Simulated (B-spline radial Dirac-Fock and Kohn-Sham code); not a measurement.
The Kr atom: differential elastic cross section for electrons at 276 eV

Level of theory: relativistic (Dirac) partial waves in the static field of the Dirac-Fock atom with Furness-McCarthy exchange, without polarisation or absorption potentials; a radial B-spline solver. Below a few hundred eV the neglected polarisation potential matters, most of all at small angles.

| θ (°) | dσ/dΩ (Å²/sr) | Sherman function |
| --- | --- | --- |
| 0 | 13.1 | 0.000 |
| 10 | 7.01 | -0.001 |
| 20 | 1.50 | -0.003 |
| 30 | 0.370 | -0.003 |
| 40 | 0.254 | 0.009 |
| 50 | 0.195 | 0.019 |
| 60 | 0.103 | 0.026 |
| 70 | 0.0260 | 0.018 |
| 80 | 0.0134 | -0.102 |
| 90 | 0.0605 | -0.031 |
| 100 | 0.114 | -0.011 |
| 110 | 0.122 | -0.002 |
| 120 | 0.0743 | 0.003 |
| 130 | 0.0206 | -0.019 |
| 140 | 0.0290 | -0.058 |
| 150 | 0.136 | -0.021 |
| 160 | 0.314 | -0.010 |
| 170 | 0.481 | -0.004 |
| 180 | 0.548 | 0.000 |

**Question.** What integrated cross sections go with this distribution?

**Answer.** The total elastic cross section is 3.53 Å², the first transport cross section 1.38 Å² and the second, weighted with (3/2) sin²θ, 1.26 Å². The mean deflection is ⟨1 − cos θ⟩ = 0.391, and 20 % of the collisions scatter beyond 90°.

On this grid of angles the cross section has minima near 80°, 130°, from interference among the few low partial waves with large phase shifts.

Phase shifts modulo π (rad) for κ = −1 to −5: 1.524, -0.445, 0.516, -1.435, 0.895.

Values without a named source are computed, but for edge energies of neutral atoms, which are taken from tables.
